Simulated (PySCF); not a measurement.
**Ti (titanium, neutral): PBE0 calculation**

Configuration: [Ar] 3d4, high-spin 5D determinant (an excited configuration). All numbers are calculated (PySCF 2.14, the spin-free X2C one-electron Hamiltonian (Gaussian nucleus), in aug-cc-pVQZ-DK (9s8p6d4f3g2h, 140 functions)).

```json
{
  "Total energy": "-853.415 hartree",
  "One-electron energy": "-1172.906 hartree",
  "Hartree (Coulomb) energy": "361.868 hartree",
  "Exchange-correlation energy": "-42.377 hartree",
  "⟨S²⟩": "6.0004",
  "⟨L²⟩": "6.029",
  "Sum of ⟨r⟩": "20.07 bohr",
  "Sum of ⟨r²⟩": "41.53 bohr²",
  "Traceless quadrupole moment −½Σ⟨3z² − r²⟩ along its main axis": "-2.49 e·bohr²",
  "Langevin diamagnetic susceptibility": "-32.9 ×10⁻⁶ cm³/mol",
  "Time after the integrals": "roughly 7 core-seconds"
}
```

| shell | electrons | mean orbital energy (hartree) | spread (hartree) | rms radius, mean of both spins (bohr) |
| --- | --- | --- | --- | --- |
| 1s β | 1 | -180.01370 | 0 | 0.0804 |
| 1s α | 1 | -180.01288 | 0 | 0.0804 |
| 2s α | 1 | -19.98376 | 0 | 0.352 |
| 2s β | 1 | -19.95611 | 0 | 0.352 |
| 2p α | 3 | -16.47640 | 0.00628 | 0.321 |
| 2p β | 3 | -16.45265 | 0.01259 | 0.321 |
| 3s α | 1 | -2.28278 | 0 | 1.09 |
| 3s β | 1 | -2.17736 | 0 | 1.09 |
| 3p α | 3 | -1.36982 | 0.00326 | 1.21 |
| 3p β | 3 | -1.25157 | 0.03570 | 1.21 |
| 3d α | 4 | -0.07682 | 0.02843 | 2.72 |

Densities and radii are taken from the X2C orbitals without a picture-change correction, which distorts them close to the nucleus.
